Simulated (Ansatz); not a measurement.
Computed with Ansatz on PBE0-D4/def2-TZVP structures; ΔE is electronic, products minus reactants. CBS: MP2 limit from def2 TZ/QZ plus the TZ coupled-cluster correction, frozen cores. This one scheme is used for every species. DFT in def2-TZVPP. HSE06 is defined as in plane-wave codes.

Consider the ligand exchange at a B–C bond: `CB1C=C1` + HCl → `ClB1C=C1` + CH₄.

```
             level  ΔE (kJ/mol)  difference from CCSD(T)/CBS
         r2SCAN-D4        -76.7                         -4.6
        r2SCANh-D4        -76.0                         -3.9
      CAM-B3LYP-D4        -72.9                         -0.8
           ωB97X-V        -72.7                         -0.6
               PBE        -74.7                         -2.6
           r2SCANh        -76.3                         -4.2
             HSE06        -73.4                         -1.3
       HF/def2-SVP        -81.9                         -9.8
CCSD(T)/def2-TZVPP        -72.2                         -0.1
    MP2/def2-QZVPP        -75.6                         -3.5
       CCSD(T)/CBS        -72.1                            0
```

Question: What do rigid-rotor, harmonic-oscillator terms from PBE0-D4/def2-TZVP frequencies (298.15 K, 1 bar) make of the CCSD(T)/CBS value? (Best estimate.)

Answer: The calculation gave: ΔZPE = +7.3 kJ/mol, ΔH = -66.0 kJ/mol, ΔS = -24 J/(mol·K), ΔG = -58.9 kJ/mol. Modes under 50 cm⁻¹ make the entropy rough.

Largest T1 diagnostic among the species: 0.010.

At CCSD(T), def2-SVP lies −11.4 kJ/mol from the extrapolated value and def2-TZVPP −0.2 kJ/mol. Leaving LDA and LC-ωPBE aside and taking each functional with its dispersion term where it has one, the values, not all of them listed here, spread over 5.6 kJ/mol, from B97M-V to ωB97M-V. LDA lies +4.7 kJ/mol from PBE without D4.
